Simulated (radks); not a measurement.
Question: Ru II, 43 electrons, occupied as [Ar] 3d10 4p6 4d9 (not the ground configuration). All-electron calculation, scalar-relativistic Kohn-Sham, PBE, spin-polarised, spherical densities, finite nucleus; open shells are filled with parallel spins first (spin-orbit coupling, left out, can overturn this in heavy ions); Fermi nuclear charge, rms radius 4.4809 fm. Program: a radial shooting solver on a logarithmic mesh with Libxc functionals. Some entries of the table are withheld. Estimate them.

orbital,occ.,eigenvalue (Ry),r(max) (bohr),<1/r> (bohr^-1)
1s down,1,-1613.549,0.02172,45.87
1s up,1,-1613.549,0.02172,45.87
2s up,1,-232.8900,0.1229,10.37
2s down,1,-232.8789,0.1229,10.37
2p up,3,-208.7024,0.09823,10.06
2p down,3,-208.6941,0.09822,10.06
3s up,1,-41.88107,0.3616,3.596
3s down,1,-41.87523,0.3616,3.596
3p up,3,-33.92759,0.3548,(1)
3p down,3,-33.92092,0.3549,(2)
3d up,5,-21.12473,(3),3.197
3d down,5,-21.11438,(4),3.197
4p up,3,-4.22038,(5),1.215
4p down,3,-4.16811,(6),1.216
4d up,5,-1.08508,1.177,0.8741
4d down,4,-1.03601,1.177,0.8698

Answer: 
(1) 3p up <1/r> (bohr^-1): 3.424
(2) 3p down <1/r> (bohr^-1): 3.424
(3) 3d up r(max) (bohr): 0.3011
(4) 3d down r(max) (bohr): 0.3011
(5) 4p up r(max) (bohr): 0.9751
(6) 4p down r(max) (bohr): 0.9744
